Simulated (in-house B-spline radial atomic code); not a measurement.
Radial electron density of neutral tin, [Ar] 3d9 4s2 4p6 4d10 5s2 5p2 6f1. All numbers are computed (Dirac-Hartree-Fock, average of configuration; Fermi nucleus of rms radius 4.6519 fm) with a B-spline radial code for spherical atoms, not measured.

Columns: r (bohr), 4πr²n(r) (electrons per bohr), bar.

```
  0.0012    2.171 #
 0.00159    3.527 ##
 0.00209    5.583 ###
 0.00275    8.713 #####
 0.00362    13.33 #######
 0.00477    19.86 ###########
 0.00628    28.51 ###############
 0.00828    39.11 #####################
  0.0109    50.37 ###########################
  0.0144    60.13 #################################
  0.0189    65.11 ###################################
  0.0249     63.8 ###################################
  0.0328    58.54 ################################
  0.0432    56.74 ###############################
  0.0569    65.03 ###################################
   0.075    78.64 ###########################################
  0.0987    81.14 ############################################
    0.13    66.61 ####################################
   0.171    55.53 ##############################
   0.226    62.72 ##################################
   0.297    62.91 ##################################
   0.391    39.16 #####################
   0.515     21.3 ############
   0.679    23.84 #############
   0.894    22.89 ############
    1.18    12.78 #######
    1.55    5.475 ###
    2.04     2.88 ##
    2.69     1.66 #
    3.54   0.6701 
    4.67   0.1501 
    6.15  0.01852 
     8.1 0.007703 
    10.7    0.012 
      14 0.007575 
    18.5 0.0002044 
    24.4   0.0148 
    32.1 0.005329 
    42.3  0.01334 
    55.7   0.0317 
    73.3 0.006145 
    96.6 0.0001248 
     127 1.894e-07 
     168 8.051e-12
```

On this grid the curve has 7 maxima, near 0.0189, 0.0987, 0.297, 0.679, 10.7, 24.4, 55.7 bohr.

The 6f7/2 radial function P(r) = rR(r), positive near the nucleus, with its small component Q(r) (sign convention: Q ≈ (P' + κP/r)/2c):

```
r (bohr)          P           Q
   0.297  0.0001922  -4.768e-06
   0.515  0.0004868  -8.934e-06
   0.894  0.0009487  -1.114e-05
    1.55   0.002019  -1.067e-05
    2.69   0.006572  -1.388e-05
    4.67    0.02656  -3.148e-05
     8.1      0.084  -9.505e-05
      14    0.08702  -0.0001485
    24.4    -0.1216   4.413e-05
    42.3     0.1155   1.289e-05
    73.3    0.07838  -3.492e-05
     127  0.0004351  -2.328e-07
```
